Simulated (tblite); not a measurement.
Start geometry of `CC#CC1=C[N-]C=C1` from a force field or distance geometry (Å):
```
atom  x, y, z in Å
C1    -3.311   -0.255    0.051
C2    -1.872   -0.108    0.025
C3    -0.663    0.005    0.025
C4     0.865    0.171   -0.004
C5     1.795   -0.832   -0.231
C6     3.024   -0.225   -0.151
N7     2.906    1.078    0.130
C8     1.597    1.315    0.232
H9    -3.691   -0.536   -0.935
H10   -3.633   -1.024    0.769
H11   -3.801    0.687    0.341
H12    1.598   -1.872   -0.453
H13    3.989   -0.696   -0.271
H14    1.198    2.293    0.448
```

Q: What comes out of this run: GFN2-xTB geometry optimisation, gas phase (tblite 0.8.0)?

A: 
```
atom  x, y, z in Å
C1    -3.2515   -0.2465    0.0507
C2    -1.8042   -0.1024    0.0339
C3    -0.6022    0.0180    0.0201
C4     0.7879    0.1517    0.0044
C5     1.7499   -0.8590   -0.2407
C6     2.9727   -0.2330   -0.1457
N7     2.8552    1.0863    0.1384
C8     1.5395    1.3120    0.2274
H9    -3.6284   -0.5305   -0.9380
H10   -3.5593   -1.0170    0.7658
H11   -3.7276    0.6956    0.3389
H12    1.5528   -1.9006   -0.4560
H13    3.9540   -0.6771   -0.2709
H14    1.1606    2.3021    0.4497
```

The energy falls by 7.9 kcal/mol over 17 L-BFGS steps, the largest force on an atom goes from 4.40 to 0.008 eV/Å, and the atoms move by 0.060 Å rms after alignment. The bond that changes most is C3–C4 (alkyne carbon to substituted aromatic carbon), which shortens by 0.140 Å. Bonds longer at the end by more than 0.005 Å: 5 of 14; shorter: 3. Rotational constants go from 9215, 960.6, 874.7 to 9032, 1005, 909.4 MHz. The orientation of the end geometry is arbitrary; only internal coordinates are fixed.

The run took 0.44 s on one thread of an Intel Xeon at 2.50 GHz (shared host).

GFN2-xTB frequencies show an imaginary mode (40i cm⁻¹), so the point is no minimum at that level.

All values are computed, not measured.
